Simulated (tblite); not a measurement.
Compound: C5H8OSi2.
Numbering: `[CH:1]#[C:2][Si@@H:3]([C:4]#[C:5][SiH3:6])[O:7][CH3:8]` (hydrogens: H9 on C1; H10 on Si3; H11, H12, H13 on Si6; H14, H15, H16 on C8)

Computed with GFN2-xTB (tblite), gas phase: nudged elastic band of 9 images (0 to 8), spring 0.2 eV/Å², climbing image at the end, force threshold 0.05 eV/Å. No saddle search or frequency run followed, so the top image need not be a first-order saddle, and its height can exceed the method's true barrier by a kcal/mol or more.

The band describes a rotation about Si3–O7 (oxygen-bound silicon, silyl ether oxygen), followed by the dihedral C4–Si3–O7–C8, from the optimised start (57°) to a second optimised geometry at 174°.

**Question.** Give the energy profile along the converged band.

**Answer.** 
```csv
image,dihedral (°),E (kcal/mol),Si3–O7 (Å),C4···C8 (Å),largest true force (eV/Å)
0,57,0.00,1.626,3.53,0.01
1,69,0.18,1.626,3.64,0.03
2,83,0.67,1.626,3.77,0.04
3,100,1.34,1.626,3.88,0.05
4,120,1.78,1.627,3.98,0.03
5,139,1.63,1.628,4.05,0.04
6,155,1.25,1.628,4.09,0.05
7,169,0.99,1.629,4.12,0.05
8,174,0.64,1.626,4.08,0.01
```

Barriers of this band. The top is image 4 at 120°: 1.78 kcal/mol forward and 1.14 kcal/mol back; the end lies 0.64 kcal/mol above the start. The central bond is 0.001 Å longer at the top than at the start.

**Question.** What rate follows at 298 K for crossing this barrier forward?

**Answer.** Taking the electronic barrier for the free energy of activation (no zero-point or entropy terms, transmission 1), rate = (kT/h)·exp(−ΔE/kT) ≈ 3 × 10^11 s⁻¹, whose inverse is 3 × 10^-12 s. An error of 1 kcal/mol in the barrier changes this by a factor of 5, and the method and the loose band can each miss by that much or more. The barrier is only 3.0 kT, where transition-state theory is rough.

**Question.** How would the two end points share their population at 298 K, from these energies alone?

**Answer.** exp(−ΔE/kT) with ΔE = 0.028 eV gives 0.34 for the higher one (end) against 1 for the lower, without vibrational, rotational or degeneracy terms. GFN2-xTB can put conformers this close in the wrong order.

**Question.** How long is the path, and how are the images spaced?

**Answer.** Cartesian distances between aligned neighbours (all atoms, Å): 0.62, 0.62, 0.62, 0.61, 0.58, 0.57, 0.59, 0.69; the sum is 4.90 Å, and the top lies 50 % of the way along.

The cost below is that of the whole band run. Hardware: one thread, Arm Neoverse V1, no GPU, on a shared host. Cost: 4.3 s of wall time.
